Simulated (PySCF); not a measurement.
A structure optimised at r2SCAN-D4/def2-SVP, used in a PySCF frequency run:

```xyz
10

O     -1.7233     0.0481     1.3293
Si    -0.6464     0.5342     0.1702
C      1.2284     0.4896     0.5807
N      1.8259    -0.2678    -0.2733
C      0.8519    -0.8491    -1.2013
N     -0.4006    -0.6163    -1.1570
H     -1.6638    -0.8636     1.6392
H     -1.1161     1.8579    -0.3034
H      1.8457     1.0038     1.3328
H      1.3112    -1.5150    -1.9505
```
Charge 0, spin multiplicity 1.

### Question
Write its SMILES and formula.

### Answer
O[Si@H]1C=NC=N1, C2H4N2OSi

### Question
What are its rotational constants (standard atomic weights)?

### Answer
6.1916, 2.6496, 2.1018 GHz
